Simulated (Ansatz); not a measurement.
Relative stability

Two relaxed structures of LiGaHClO, singlet (PBE0-D4/def2-TZVP; forces vanish, vibrations not checked).

A:

Li1  (-1.146, 2.186, -1.716)
O2  (-1.203, 0.458, -1.548)
Ga3  (0.127, 0.315, -0.482)
Cl4  (0.721, 2.542, -0.289)
H5  (1.033, -0.613, 0.346)
(Å)

B:

```
5
angstrom
Li -0.4353 2.2922 -1.2898
O -0.1481 0.7523 -0.8580
Ga 0.1179 -0.6344 0.1310
Cl 0.0817 -0.2984 2.2907
H 0.3838 -2.1116 -0.2739
```

Computed with Ansatz 0.2.0 (basis: def2-TZVPP); correlated methods freeze the cores. Filled d shells of the heavier atoms are correlated. The outer core shell of Li, Na, Mg and K is correlated. The def2 sets are not built for correlating such inner shells, so the correlated values are less sure here. B3LYP uses VWN-RPA correlation.

Problem. Which structure is lower at CCSD(T), and by how much? (An estimate is asked for; the value comes from the calculation.)

Solution. Computed: A, by 14.3 kJ/mol (electronic energy, against the other). By their contacts, A is LiGaHClO ([O]1[Li]2[Cl][GaH]12) and B is LiGaHClO ([Li][O][GaH][Cl]).

Problem. Do the other methods give the same order? (A judgement: the text doesn't fix the answer.)

Solution. Computed: Not all: HF gives the other order.

```json
{"method": "PBE-D4", "E(B) − E(A) (kJ/mol)": "23.7"}
{"method": "r2SCAN-D4", "E(B) − E(A) (kJ/mol)": "19.3"}
{"method": "PBE0-D4", "E(B) − E(A) (kJ/mol)": "16.9"}
{"method": "B3LYP-D4", "E(B) − E(A) (kJ/mol)": "15.5"}
{"method": "wB97M-V", "E(B) − E(A) (kJ/mol)": "15.0"}
{"method": "HF", "E(B) − E(A) (kJ/mol)": "-3.8"}
{"method": "MP2", "E(B) − E(A) (kJ/mol)": "14.6"}
{"method": "CCSD", "E(B) − E(A) (kJ/mol)": "10.5"}
{"method": "CCSD(T)", "E(B) − E(A) (kJ/mol)": "14.3"}
```

No T1 diagnostic of these runs exceeds 0.017.

Labels in which every atom is bracketed show which atoms are joined, not bond orders.

For scale, one of the runs: CCSD(T)/def2-TZVPP, 154 basis functions, launched by `ansatz run in.yaml --threads 2 --pin off --events-out ev --progress --plain --max-ram 4352MiB`. Time: 15 s of wall clock on 2 CPU threads of an Intel Xeon 6975P-C; the host was shared. Peak host memory: 1.1 GiB.
